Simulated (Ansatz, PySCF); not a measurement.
Pair of molecules: PH3 (SMILES P) (first 4 atoms) with AsH3 (SMILES [AsH3]); geometry from B3LYP-D3(BJ)/def2-TZVP, rigid monomers moved along the line of their centres of mass till P1···As5 is 4.19 Å.
(charge 0, multiplicity 1):
```xyz
8

P     -0.024     0.122    -0.475
H      1.388    -0.002    -0.460
H     -0.238    -1.264    -0.273
H     -0.111     0.025    -1.888
As     0.244     0.433     3.692
H      0.342     0.559     5.211
H     -1.266     0.633     3.709
H      0.501     1.920     3.487
```

Quantity: the interaction energy.

Interaction energies are E(AB) − E(A) − E(B) at the monomers' geometry in the complex; basis-set methods are counterpoise corrected.

Correlated levels freeze the cores. Filled d and f shells under p-block atoms count as core. CBS(a, b) extrapolates the correlation energy as X⁻³ and adds the Hartree–Fock energy of set b.

The values were computed with Ansatz (a program for electronic structure) with Gaussian orbitals; PySCF for the dispersion terms. Values without a source in brackets are computed.

Costs are ratios of core time to PBE/def2-TZVPPD (roughly 3 s), for whole runs (searches for the state included, and forces where a run took them) on one shared machine, so rough; each difference counts from -3.7 kJ/mol (CCSD(T)/CBS(def2-SVPD, def2-TZVPPD), a level with limits of its own).

```
level                      basis functions  cost
-------------------------  ---------------  ----
PBE/def2-TZVPPD                        204    ×1
PBE-D3(BJ)/def2-TZVPPD                 204    ×1
B3LYP/def2-TZVPPD                      204    ×1
B3LYP-D3(BJ)/def2-TZVPPD               204    ×1
PBE0/def2-TZVPPD                       204    ×1
PBE0-D3(BJ)/def2-TZVPPD                204    ×1
r2SCAN/def2-TZVPPD                     204    ×2
r2SCAN-D3(BJ)/def2-TZVPPD              204    ×2
CCSD(T)/def2-SVPD                      110    ×3
wB97X-V/def2-TZVPPD                    204    ×3
wB97M-V/def2-TZVPPD                    204    ×4
CCSD(T)/def2-TZVPPD                    204   ×80
```

### Question
What does the step from CCSD(T)/def2-SVPD to CCSD(T)/def2-TZVPPD cost and buy?

### Answer
110 to 204 functions, cost ×30 (rough); the difference goes from 0.3 to 0.1 kJ/mol.

Each difference (kJ/mol): PBE/def2-TZVPPD 1.2; PBE-D3(BJ)/def2-TZVPPD -1.6; B3LYP/def2-TZVPPD 3.5; B3LYP-D3(BJ)/def2-TZVPPD -1.4; PBE0/def2-TZVPPD 1.5; PBE0-D3(BJ)/def2-TZVPPD -1.5; r2SCAN/def2-TZVPPD 0.9; r2SCAN-D3(BJ)/def2-TZVPPD -0.5; CCSD(T)/def2-SVPD 0.3; wB97X-V/def2-TZVPPD -0.5; wB97M-V/def2-TZVPPD -0.3; CCSD(T)/def2-TZVPPD 0.1.
